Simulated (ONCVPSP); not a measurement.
**Configuration tests for strontium (Sr) (ONCV)**

strontium (Sr), optimised norm-conserving Vanderbilt (ONCV), made with ONCVPSP 4.0.1 (PBE, scalar-relativistic). Core [Kr], reference 5s1 (charge +1). Waves: 5s: rc 2.75 bohr, ncon 3, nbas 6, qcut 2.4 1/bohr, 2 projectors, debl 3.4 Ha; p scattering state at 0.07 Ha: rc 3.00 bohr, ncon 4, nbas 7, qcut 2.4 1/bohr, 2 projectors, debl 3.7 Ha; d scattering state at 0.31 Ha: rc 2.90 bohr, ncon 4, nbas 8, qcut 2.8 1/bohr, 2 projectors, debl 3.5 Ha. Local part: polynomial inside 2.45 bohr (lpopt 5, dvloc0 0 Ha). Core correction: Teter function, fcfact 3.75, rcfact 1.

In the p channel the program set the typed energies aside and used 0.050, 3.750 Ha. In the d channel the program set the typed energies aside and used -0.250, 3.250 Ha.

Energies are relative to the spin-unpolarised reference configuration 5s1; without spin polarisation the order of configurations can differ from experiment. Not all tests gave a result: 1 of 4 tests not solved or not reliable.

| valence configuration | charge | ΔE all-electron (eV) | error AE − PS (meV) |
| --- | --- | --- | --- |
| 5s2 | 0 | -5.885 | +15 |
| 5s1.5 | +0.5 | -3.546 | +7.8 |
| 5s1 5p1 | 0 | -3.586 | +55 |

Levels in the configuration 5s2:

```
level  all-electron (eV)  pseudo (eV)
   5s             -3.526       -3.535
```

Note: ghosts flagged at negative energy: d at -1271.8 eV; GHOST(+) flagged for s at 45.9 eV, d at 91.6 eV, p at 96.2 eV, d at 212.4 eV, d at 420.9 eV. A true bound ghost makes a file unfit for plane-wave use.
